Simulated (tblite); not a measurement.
Run record: tight-binding relaxation, `[N-]=[C]C1=C[C@@H]2C=C(F)[C@H]12` [radical].

Computed with GFN2-xTB geometry optimisation, gas phase (tblite 0.8.0). Start geometry: from a force field or distance geometry. A driver script takes a list of jobs; this job's settings line and coordinates (Å) are shown.

Command:
```bash
OMP_NUM_THREADS=1 python probes_run.py task.json out
```

Input:
```
{"job": {"kind": "relax", "xc": "GFN2-xTB", "basis": "xTB"}, "charge": -1, "multiplicity": 2}
N      2.733300    -2.875100     0.895200
C      1.882800    -1.726000     0.525800
C      1.015600    -0.532600     0.157600
C      1.116500     0.805100     0.354700
C     -0.177400     1.111200    -0.350600
C     -1.463700     1.006700     0.432100
C     -1.581600    -0.316700     0.226000
F     -2.492400    -1.222000     0.614000
C     -0.301700    -0.410300    -0.588700
H      1.848900     1.420800     0.864400
H     -0.153300     1.738700    -1.254300
H     -2.062100     1.733400     0.970600
H     -0.369300    -0.732600    -1.621500
```

Estimate the output.

```
step      E/eV     max force
  0    -669.17353   12.087
  1    -671.61827    3.988
  2    -671.83521    9.318
  3    -672.09996    4.649
  4    -672.25235    1.705
  5    -672.32446    0.725
  6    -672.38903    0.561
  7    -672.41403    0.475
  8    -672.45012    0.547
  9    -672.46795    0.535
... (38 lines left out)
 48    -672.58130    0.019
 49    -672.58134    0.022
 50    -672.58139    0.017
 51    -672.58142    0.014
 52    -672.58144    0.014
 53    -672.58146    0.010
 54    -672.58147    0.012
 55    -672.58150    0.015
 56    -672.58152    0.013
 57    -672.58153    0.008
```

«max force» is the largest atomic force in eV/Å.

From which step on does the largest force stay under 0.1 eV/Å, and how much energy is left to gain from there?

From step 23 (0.090 eV/Å), 6.8 meV above the end.

In short: energy lowered by 78.6 kcal/mol over 57 steps; largest atomic force 0.008 eV/Å at the end.

Give the final coordinates.

0.227 Å rms from the input after alignment:
```
atom  x, y, z in Å
N1     2.3054   -2.6180    0.8434
C2     1.6874   -1.6661    0.5514
C3     1.0144   -0.5601    0.1352
C4     1.1339    0.8266    0.2859
C5    -0.1383    1.1088   -0.4601
C6    -1.3730    0.9921    0.4087
C7    -1.4708   -0.3308    0.1710
F8    -2.2247   -1.3218    0.7544
C9    -0.2596   -0.4349   -0.6918
H10    1.6195    1.4216    1.0444
H11   -0.1493    1.8488   -1.2671
H12   -1.8315    1.6675    1.1111
H13   -0.3177   -0.9331   -1.6614
```

Hardware: Arm Neoverse V1, one thread (shared host). Cost: 0.31 s wall.
Labels such as C1 count atoms from 1, the log's own numbers from 0.
